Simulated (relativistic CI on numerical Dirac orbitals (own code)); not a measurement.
Radial Dirac CI calculation of Tc3+.

Command:

```sh
python run_levels.py task.json out
```

Input:

```
atom Tc  Z=43  charge=3  electrons=40
nucleus A=97  rms_radius_fm=4.4112
hamiltonian dirac-coulomb  breit=on  qed=on  c_scale=1
orbitals kli  potential=per-configuration
slater_scale 1
correlation none
mixing on
grid step=0.0125 r_max=50.3
scf mixing=0.4 start=bare max_iterations=150 tolerance=2e-08 node_fill=0.05
configurations
  [Kr] 4d4
  [Kr] 4d3 5s
  [Kr] 4d3 5p
end
```

Output:

```
SCF 1: [Kr] 4d4
 iter      energy (Ha)   residual   last orbital (Ha)
    1     -3825.460679   1.17e+01    -57.98988
    2     -4139.557574   7.31e+00    -27.34947
    3     -4216.914529   3.93e+00     -1.44860
    4     -4221.074849   3.85e+00     -1.47555
    5     -4282.014637   2.50e-01     -1.31712
    6     -4282.013327   3.95e-01     -1.32321
    7     -4282.318435   1.45e-01     -1.45969
    8     -4282.360967   5.39e-02     -1.49748
    9     -4282.369133   2.62e-03     -1.50996
   10     -4282.369170   8.50e-04     -1.51060
   11     -4282.369197   1.48e-04     -1.51070
   12     -4282.369203   3.57e-05     -1.51080
   13     -4282.369204   1.13e-06     -1.51080
   14     -4282.369204   1.56e-07     -1.51080
   15     -4282.369204   1.59e-08     -1.51080
SCF 2: [Kr] 4d3 5s
 iter      energy (Ha)   residual   last orbital (Ha)
    1     -3836.063699   1.17e+01    -37.62493
    2     -4142.145660   7.30e+00    -18.37355
    3     -4219.103780   4.17e+00     -1.42666
    4     -4226.724189   3.97e+00     -1.46003
    5     -4281.894892   1.51e-01     -1.10667
    6     -4281.767741   3.64e-01     -1.13405
    7     -4282.035319   1.10e-01     -1.17709
    8     -4282.062667   3.26e-02     -1.18654
    9     -4282.065780   5.23e-03     -1.19034
   10     -4282.066068   4.39e-03     -1.19247
   11     -4282.065966   1.91e-04     -1.19192
   12     -4282.065974   1.66e-05     -1.19195
   13     -4282.065974   2.73e-06     -1.19194
   14     -4282.065974   2.01e-06     -1.19194
   15     -4282.065974   4.18e-09     -1.19194
SCF 3: [Kr] 4d3 5p
 iter      energy (Ha)   residual   last orbital (Ha)
    1     -3834.256692   1.17e+01    -37.23806
    2     -4141.672714   7.31e+00    -17.66891
    3     -4218.345357   4.21e+00     -1.18393
    4     -4232.961788   3.79e+00     -1.24283
    5     -4281.700412   1.54e-01     -0.84090
    6     -4281.527680   3.66e-01     -0.90200
    7     -4281.820793   5.25e-02     -0.93976
    8     -4281.824231   3.91e-02     -0.94085
    9     -4281.829137   1.12e-02     -0.94800
   10     -4281.828914   1.41e-03     -0.94673
   11     -4281.829002   2.29e-04     -0.94722
   12     -4281.828991   4.61e-05     -0.94718
   13     -4281.828992   7.08e-07     -0.94719
   14     -4281.828992   4.13e-07     -0.94719
   15     -4281.828992   1.30e-08     -0.94719
orbital energies (Ha): 3p3/2 -16.4937  3d3/2 -10.6955  3d5/2 -10.5561  4s -4.0190  4p1/2 -3.0590  4p3/2 -2.9508  4d3/2 -1.5232  4d5/2 -1.5108
configuration averages (Ha): Dirac-Coulomb, Breit, QED
  4d4                          -4282.369204    2.628688    1.757159
  4d3 5s                       -4282.065974    2.629453    1.757766
  4d3 5p                       -4281.828992    2.629464    1.757301
levels: no., configuration, term, J, E (cm-1), weight
   1 4d4                    5D   0                0.0  0.99
   2 4d4                    5D   1              310.0  0.99
   3 4d4                    5D   2              868.6  0.99
   4 4d4                    5D   3             1610.9  1.00
   5 4d4                    5D   4             2489.9  0.99
   6 4d4                    3P   0            17419.4  0.95
   7 4d4                    3H   4            17809.7  0.91
   8 4d4                    3H   5            18524.5  0.95
   9 4d4                    3P   1            19070.2  0.97
  10 4d4                    3H   6            19190.7  0.98
  11 4d4                    3F   3            20447.1  0.74
  12 4d4                    3F   2            20532.0  0.98
  13 4d4                    3F   4            20834.8  0.78
  14 4d4                    3P   2            21571.2  0.96
lowest total energy -4278.110187 Ha
end: converged
```

Against the reference input this run has: start potential bare. The reference run ends at -4278.110187 Ha with Breit and QED terms. The change (start potential bare) leaves the energy and the levels as they were.

With so few configurations and no correlation, terms lie too far apart (by 10 to 50 % or more near neutrality), their order can be wrong, and levels of other configurations are missing.
